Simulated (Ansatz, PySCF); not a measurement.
Sites of deprotonation of C[SiH2]C:

A. C[SiH2]C [dimethylsilane] → [CH2-][SiH2]C + H+
B. C[SiH2]C → C[SiH-]C + H+

Quantity: gas-phase deprotonation energy (enthalpy at 298 K, with B3LYP-D3(BJ) rigid-rotor harmonic-oscillator terms), kJ/mol. Each molecule is optimised on its own at B3LYP-D3(BJ)/def2-TZVP (Ansatz, a program for electronic structure), one conformer each, not searched for the lowest. Frequencies are from Ansatz or PySCF. Correlated levels leave the core frozen unless marked. Spin-orbit coupling is left out. No relativistic terms. Basis-set limits of correlation are two-point, X^-3; Hartree-Fock from the larger set. The bracket is a focal-point correction in the basis named. Anions need diffuse functions, which plain sets lack and def2-D sets hold few of.

|  | BHLYP-D3(BJ)/def2-TZVPD (Ansatz + dftd3) | r2SCAN0-D4/def2-TZVPD (Ansatz + dftd4) | CAM-B3LYP/def2-TZVPD (Ansatz) | RI-MP2/CBS(aug-cc-pV(T+d)Z,aug-cc-pV(Q+d)Z)+[CCSD(T)-MP2]/aug-cc-pV(T+d)Z (Ansatz) |
|---|---|---|---|---|
| A | 1660.0 | 1647.2 | 1640.9 | (withheld) |
| B | 1631.0 | 1619.6 | 1614.6 | (withheld) |

Problem. Some entries are withheld; supply them.

Solution. 
- A, RI-MP2/CBS(aug-cc-pV(T+d)Z,aug-cc-pV(Q+d)Z)+[CCSD(T)-MP2]/aug-cc-pV(T+d)Z (Ansatz): 1636.9
- B, RI-MP2/CBS(aug-cc-pV(T+d)Z,aug-cc-pV(Q+d)Z)+[CCSD(T)-MP2]/aug-cc-pV(T+d)Z (Ansatz): 1609.6
